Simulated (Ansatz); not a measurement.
Cost and result up the ladder for the cluster Ga₉P₉ (18 atoms). Charge 0, multiplicity 1. Geometry: PBE-D4/def2-SVP.

```tsv
atom	x (Å)	y (Å)	z (Å)
Ga1	-1.383	-1.845	1.521
Ga2	-0.168	2.109	0.590
Ga3	1.276	-1.433	2.099
Ga4	1.392	2.217	-1.972
Ga5	2.128	1.030	0.133
Ga6	1.423	-2.321	-0.654
Ga7	-1.582	1.718	-2.274
Ga8	1.602	1.290	2.979
Ga9	-0.047	-2.212	-3.039
P10	0.280	-3.427	1.298
P11	-2.197	-0.471	-1.395
P12	-0.515	3.568	-1.235
P13	0.266	0.409	-3.287
P14	-3.047	-0.404	0.664
P15	-1.922	1.173	1.866
P16	0.004	-0.195	-1.123
P17	-0.615	-0.207	3.127
P18	3.106	-0.999	0.703
```

Ansatz on 2 threads of AMD EPYC 7R13 on a shared host and a share (18 GiB) of an NVIDIA H100 80GB HBM3. Times are rough, and most runs start from the orbitals of an earlier one. No level here is sound enough to serve as a yardstick. Binding counts from free atoms at the same level (Ga doublet, P quartet; other spins of the atoms weren't run), without zero-point energy or a counterpoise term.

Correlated methods freeze 126 core orbitals; core or outer-core shells of Ga are correlated, in sets that lack core-valence functions. The rows differ in basis, and correlated rows in double-zeta sets carry the largest basis error. Single mean-field runs in def2-SVP, def2-TZVP are fitted with def2-universal-jkfit. Another isomer (singlet) lies 0.47 eV lower at r2SCAN-D4/def2-SVP; other spin states weren't run for this one.

Correlated methods converge slowly with the basis, most of all in double-zeta sets.

```tsv
level	functions	binding energy per atom (eV)
PBE-D4/def2-SVP (with forces)	450	3.05
RPA@PBE/def2-SVP	450	2.32
PBE0-D4/def2-SVP	450	2.91
r2SCANh-D4/def2-SVP	450	2.81
r2SCAN-D4/def2-SVP	450	2.86
PBE0-D4/def2-TZVP	765	2.94
PBE-D4/def2-TZVP	765	3.07
MP2/def2-SVP	450	2.59
```

Question: Estimate how long each takes.

Answer: PBE-D4/def2-SVP (with forces) 8.5 s; r2SCANh-D4/def2-SVP 8.5 s; PBE-D4/def2-TZVP 10 s; r2SCAN-D4/def2-SVP 11 s; PBE0-D4/def2-SVP 14 s; PBE0-D4/def2-TZVP 14 s; RPA@PBE/def2-SVP 16 s; MP2/def2-SVP 18 s. On shared hardware such times vary by a factor of up to 3.
